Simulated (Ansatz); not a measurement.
Species: H3BS3, SMILES `SB(S)S` (charge 0, multiplicity 1).

**Question.** Give a relaxed geometry from PBE0-D4/def2-TZVP in Ansatz (a quantum-chemistry and plane-wave program).

**Answer.** Several could match; the one computed here: the end point of this relaxation, one of several conformers (outside a Z-matrix the atoms follow the SMILES, hydrogens last).
Z-matrix (Å, degrees):
```
B
S 1 1.8013
H 2 1.3423 1 98.63
S 1 1.8033 2 126.31 3 0.00
H 4 1.3413 1 97.72 2 -0.02
S 1 1.8060 2 118.64 3 180.00
H 6 1.3431 1 96.97 2 -0.02
```
